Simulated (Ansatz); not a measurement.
Cost and result up the ladder for Al₇N₇H₂₀, a nanocrystal cut from wurtzite AlN (hydrogen-capped) (34 atoms). Total charge 0; singlet. Geometry: PBE-D4/def2-SVP.

Cartesian coordinates in Å:
```
Al -3.361 0.176 0.161
N -2.737 -1.041 -1.277
N -1.632 0.772 0.901
Al -0.701 -0.716 1.682
Al -0.795 -1.256 -1.512
N -0.127 -1.791 0.203
N 0.967 0.038 2.422
Al 1.830 -2.045 0.159
Al -0.672 1.792 -0.415
N -0.102 0.518 -1.728
N 0.994 2.363 0.477
Al 2.164 0.976 1.197
Al 1.858 0.494 -1.965
N 2.440 -0.229 -0.241
H -4.121 -0.734 1.247
H -4.089 1.415 -0.560
H -3.155 -1.974 -1.129
H -3.144 -0.731 -2.174
H -1.919 1.412 1.663
H -1.472 -1.490 2.846
H -0.551 -2.270 -2.722
H -0.473 -2.750 0.385
H 0.772 0.580 3.278
H 1.501 -0.793 2.745
H 2.279 -2.375 1.696
H 2.244 -3.090 -0.983
H -1.418 3.086 -0.979
H -0.433 0.872 -2.644
H 0.801 3.113 1.160
H 1.542 2.822 -0.277
H 3.444 1.580 1.937
H 2.273 -0.452 -3.190
H 2.328 2.059 -2.012
H 3.465 -0.331 -0.350
```

Ansatz on 2 threads of AMD EPYC 7R13 on a shared host and a share (18 GiB) of an NVIDIA H100 80GB HBM3. Times are rough, and most runs start from the orbitals of an earlier one. PBE0-D4/def2-TZVP serves as the yardstick here, not as an exact answer. Differences are given only for rows in sets of like size (and for xTB, whose basis is part of the method), since another set adds its own error. Binding counts from free atoms at the same level (Al doublet, N quartet, H doublet; other spins of the atoms weren't run), without zero-point energy or a counterpoise term.

HSE06 is defined as in plane-wave codes, on full-range PBE exchange. Correlated methods freeze 42 core orbitals. The rows differ in basis, and correlated rows in double-zeta sets carry the largest basis error. Single mean-field runs in def2-TZVP are fitted with def2-universal-jkfit.

Correlated methods converge slowly with the basis, most of all in double-zeta sets.

| level | functions | wall time | binding energy per atom (eV) | difference from PBE0-D4/def2-TZVP (eV) |
| --- | --- | --- | --- | --- |
| PBE-D4/def2-SVP | 324 | 4.5 s | 3.60 | – |
| PBE0-D4/def2-TZVP (with forces) | 596 | 6 s | 3.53 | 0.00 |
| PBE0-D4/def2-SVP | 324 | 6 s | 3.56 | – |
| BHLYP-D4/def2-TZVP | 596 | 7 s | 3.50 | -0.03 |
| PBE-D4/def2-TZVP | 596 | 7 s | 3.57 | 0.04 |
| HSE06-D4/def2-TZVP | 596 | 9.5 s | 3.53 | 0.00 |
| MP2/def2-TZVP | 596 | 11 s | 3.45 | -0.08 |
| r2SCAN-D4/def2-TZVP (with forces) | 596 | 12 s | 3.56 | 0.03 |
| CCSD(T)/def2-SVP | 324 | 17 s | 3.36 | – |
